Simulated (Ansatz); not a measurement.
Wavefunction ladder for `NC(=O)[SiH2]Cl`

```xyz
9

N    -0.504    0.001    1.477
C    -0.703   -0.350    0.193
O    -1.677   -0.961   -0.208
Si    0.577    0.101   -1.148
Cl    2.177    1.130   -0.337
H    -1.191   -0.245    2.172
H     0.320    0.506    1.753
H     1.081   -1.149   -1.754
H    -0.080    0.967   -2.149
```

Charge 0, multiplicity 1. Geometry: relaxed with PBE0-D4/def2-TZVP. It is one conformer, not always the lowest. Frozen core, restricted reference, Ansatz. CBS rows extrapolate triple and quadruple zeta; past MP2 they add the triple-zeta difference.

```
     basis     HF (Eh)  MP2 corr.
def2-TZVPP  -918.10177   -0.90398
def2-QZVPP  -918.13133   -0.97772
```

Estimate the CCSD correlation energy and the (T) correction in each basis where they were run (hartree).


```csv
basis,CCSD corr.,(T)
def2-TZVPP,-0.94070,-0.04095
CBS(def2),-1.06907,as TZ
```
